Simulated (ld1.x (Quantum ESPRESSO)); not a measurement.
## rubidium (Rb): one change to a TM potential, before and after

ld1.x (Quantum ESPRESSO) 7.5 input, shortened:

```
&input
   title='Rb', zed=37., rel=1, dft='PBESOL', iswitch=3,
   config='[Kr] 4d-2 5s1 5p0'
 /
 &inputp
   pseudotype=2, tm=.true., lloc=2,
   nlcc=.false.
 /
3
4S  1  0   2.00   0.00  1.70  1.70  0.0
4P  2  1   6.00   0.00  1.45  1.45  0.0
4D  3  2  -2.00   0.35  1.55  1.55  0.0
 &test
   configts(1)='4s2 4p6 5s1 5p0'
 /
```

Occupied shells without a wave of their own: 5s. They enter only through the test configuration that unscreens the potential.

All-electron outer shells of the reference configuration (PBEsol, scalar-relativistic, ld1.x):

| shell | level (eV) | outermost node (bohr) | outermost maximum (bohr) |
| --- | --- | --- | --- |
| 3p | -224.65 | 0.19 | 0.44 |
| 3d | -103.99 | – | 0.39 |
| 4s | -31.91 | 0.62 | 1.25 |
| 4p | -15.98 | 0.64 | 1.42 |
| 5s | -2.22 | 1.79 | 4.43 |
| 5p | -0.74 | 2.20 | 6.14 |

Change: wave 4s (bound): rc 1.70 bohr becomes 4s (bound): rc 2.18 bohr.

Cutoffs: the cutoffs (Ry, on a coarse ladder) from which the occupation-weighted sum of valence levels, in a spherical-Bessel basis at the reference potential, stays within 10 and 1 mRy of its value at 400 Ry; they do not see the model core or the augmentation charge, which bear on the density cutoff. Errors are all-electron minus pseudo energies relative to the spin-unpolarised reference configuration.

Task: Predict the effect on cutoff, ghosts and configuration errors.

Result: The potential gets softer (45 Ry and 80 Ry → 35 Ry and 80 Ry); of the 5 tests that both files solve, the error grows in 4 and shrinks in 0 by more than 15 % and 0.3 meV (median size 14.8 → 31.2 meV); neither file shows a bound ghost. A larger radius leaves more room for a smooth pseudo-wave, so fewer plane waves are needed. More of the atom is replaced by a form fitted at one configuration, so other configurations suffer.

| quantity | base | changed |
| --- | --- | --- |
| cutoff, loose | 45 Ry | 35 Ry |
| cutoff, tight | 80 Ry | 80 Ry |
| loose cutoff by channel (10 mRy a level) | s 25 Ry, p 30 Ry | s 15 Ry, p 30 Ry |
| bound ghosts | none | none |
| error for 4s2 4p6 5s0 5p0, meV [ΔE 4.07 eV] | +25 | -45 |
| error for 4s2 4p6 5s0.5 5p0, meV [ΔE 1.56 eV] | +9.6 | -17 |
| error for 4s2 4p6 5s0 5p1, meV [ΔE 1.49 eV] | +15 | -31 |
| error for 4s2 4p5 5s1 5p0, meV [ΔE 21.15 eV] | -14 | +15 |
| error for 4s1 4p6 5s1 5p0, meV [ΔE 37.74 eV] | -31 | -67 |
